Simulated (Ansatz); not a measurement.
Geometry optimisation, Ansatz, RKS PBE/STO-3G.

The input (input.yaml):

```yaml
crystal:
  periodic: [false, false, false]
  atoms:
    - { symbol: F, position_ang: [0.0609, -0.2967, -1.8545] }
    - { symbol: C, position_ang: [-1.532, -0.3271, 0.0974] }
    - { symbol: B, position_ang: [0.0139, -0.0636, -0.4121] }
    - { symbol: C, position_ang: [0.4701, 1.4943, -0.1293] }
    - { symbol: C, position_ang: [1.0533, -1.1217, 0.313] }
    - { symbol: H, position_ang: [-1.8523, -1.3565, -0.0779] }
    - { symbol: H, position_ang: [-2.2462, 0.3205, -0.416] }
    - { symbol: H, position_ang: [-1.6361, -0.1352, 1.1679] }
    - { symbol: H, position_ang: [0.5253, 1.7021, 0.9414] }
    - { symbol: H, position_ang: [-0.229, 2.2136, -0.5616] }
    - { symbol: H, position_ang: [1.4537, 1.7138, -0.5507] }
    - { symbol: H, position_ang: [0.8728, -2.152, -0.0024] }
    - { symbol: H, position_ang: [0.9482, -1.0946, 1.4] }
    - { symbol: H, position_ang: [2.0975, -0.8968, 0.0847] }
total_charge: -1
basis:
  gaussian: { orbitals: STO-3G }
hamiltonian:
  xc: pbe
relax:
  f_tol: 0.02
  max_steps: 40
scf:
  lower_state_search: "off"
```

Command:

```bash
$ ansatz run input.yaml --threads 1 --pin off --max-ram 2048MiB --backend cpu --events-out ev --progress --plain --runs-dir out
```

Question: Where does it end, and by what steps?

Answer: The run converged. The force dipped under the threshold on the way, but the program's further checks kept it going. Limits of this set-up: minimal basis, an anion without diffuse functions, the dipole of an ion depends on the origin. After 5 steps the energy has fallen by 0.163 eV; H13 moved furthest, 0.15 Å.

```json
{"step": "0", "energy less start (eV)": "0.0000", "largest force component (eV/Å)": "2.584", "accepted": "yes"}
{"step": "1", "energy less start (eV)": "-0.1292", "largest force component (eV/Å)": "1.017", "accepted": "yes"}
{"step": "2", "energy less start (eV)": "-0.1599", "largest force component (eV/Å)": "0.267", "accepted": "yes"}
{"step": "3", "energy less start (eV)": "-0.1622", "largest force component (eV/Å)": "0.024", "accepted": "yes"}
{"step": "4", "energy less start (eV)": "-0.1628", "largest force component (eV/Å)": "0.003", "accepted": "yes"}
{"step": "5", "energy less start (eV)": "-0.1630", "largest force component (eV/Å)": "0.010", "accepted": "yes"}
```

```xyz
14
Properties=species:S:1:pos:R:3
F 0.073 -0.291 -1.906
C -1.534 -0.338 0.081
B 0.020 -0.078 -0.513
C 0.463 1.499 -0.123
C 1.062 -1.121 0.300
H -1.899 -1.372 -0.096
H -2.291 0.333 -0.377
H -1.603 -0.173 1.175
H 0.432 1.690 0.968
H -0.198 2.262 -0.586
H 1.494 1.752 -0.449
H 0.822 -2.193 0.130
H 1.038 -0.973 1.398
H 2.123 -0.996 -0.003
```

Run time: 13 s on 1 thread of Arm Neoverse V1 (shared host), peak memory 0.11 GiB.
